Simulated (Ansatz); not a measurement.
# Cost against result

Saddle point of CH$_{9}$NSn, closed shell (CH₅N ([CH3][NH2]) + SnH₄ → CH₇NSn ([CH3][NH][SnH3]) + H₂; bonds formed: Sn1–N7, H2–H6; bonds broken: Sn1–H2, H6–N7), PBE0-D4/def2-TZVP structure:

Sn1  (-1.434, 0.527, -0.363)
H2  (-0.172, 1.783, 1.023)
H3  (-1.868, -0.934, -1.199)
H4  (-2.728, 0.894, 0.677)
H5  (-1.017, 1.655, -1.564)
H6  (0.274, 0.786, 1.062)
N7  (0.285, -0.379, 0.619)
C8  (1.422, -0.744, -0.216)
H9  (0.049, -1.118, 1.277)
H10  (1.751, 0.144, -0.765)
H11  (1.175, -1.523, -0.943)
H12  (2.262, -1.091, 0.390)
(Å)

Barriers are electronic and count from the start structure reached by relaxing down the imaginary mode.

Ansatz 0.2.0; basis: as named in each row; cores frozen in the correlated methods. Filled d shells of the heavier atoms are correlated. Core potentials replace the inner electrons of the atoms past krypton. The def2 sets are not built for correlating such inner shells, so the correlated values are less sure here. B3LYP uses VWN-RPA correlation. Extrapolation: Hartree–Fock as exp(−7.88 √X), correlation as X^−2.97.

Times are rough, for one single point on 4 threads of a shared host (Intel Xeon).

The estimate by CCSD(T) at an estimated basis limit (MP2 extrapolated from triple and quadruple zeta, plus CCSD(T) − MP2 in triple zeta) is 1.899 eV.

| method | basis | time (s) | barrier (eV) | method less estimate |
| --- | --- | --- | --- | --- |
| SPW92 | def2-SVP | under 1 | 1.434 | -0.465 |
| PBE-D4 | def2-SVP | 1 | 1.641 | -0.258 |
| PBE0-D4 | def2-SVP | 2 | 1.853 | -0.047 |
| SPW92 | def2-TZVPP | 2 | 1.451 | -0.448 |
| PBE-D4 | def2-TZVPP | 3 | 1.640 | -0.260 |
| BLYP-D4 | def2-TZVPP | 3 | 1.721 | -0.178 |
| BHLYP-D4 | def2-TZVPP | 4 | 2.085 | 0.186 |
| B3LYP-D4 | def2-TZVPP | 4 | 1.874 | -0.026 |
| PBE0-D4 | def2-TZVPP | 5 | 1.824 | -0.075 |
| CAM-B3LYP-D4 | def2-TZVPP | 5 | 1.964 | 0.064 |
| wB97M-V | def2-SVP | 5 | 1.980 | 0.080 |
| r2SCAN-D4 | def2-TZVPP | 6 | 1.755 | -0.144 |
| r2SCAN0-D4 | def2-TZVPP | 6 | 1.900 | 0.001 |
| CCSD(T) | def2-SVP | 9 | 2.097 | 0.198 |
| RPA on PBE | def2-TZVPP | 9 | 1.991 | 0.091 |
| PBE-QIDH | def2-TZVPP | 10 | 1.953 | 0.054 |
| B2PLYP | def2-TZVPP | 10 | 1.956 | 0.057 |
| wB97X-V | def2-TZVPP | 10 | 1.992 | 0.093 |
| wB97M-V | def2-TZVPP | 10 | 1.981 | 0.081 |
| B97M-V | def2-TZVPP | 11 | 1.864 | -0.035 |
| MP2 | def2-QZVPP | 39 | 1.876 | -0.023 |
| CCSD(T) | def2-TZVPP | 170 | 1.999 | 0.100 |

All methods are single points on the PBE0-D4 structures.

T1 diagnostic: at most 0.014.

Labels in which every atom is bracketed show which atoms are joined, not bond orders.
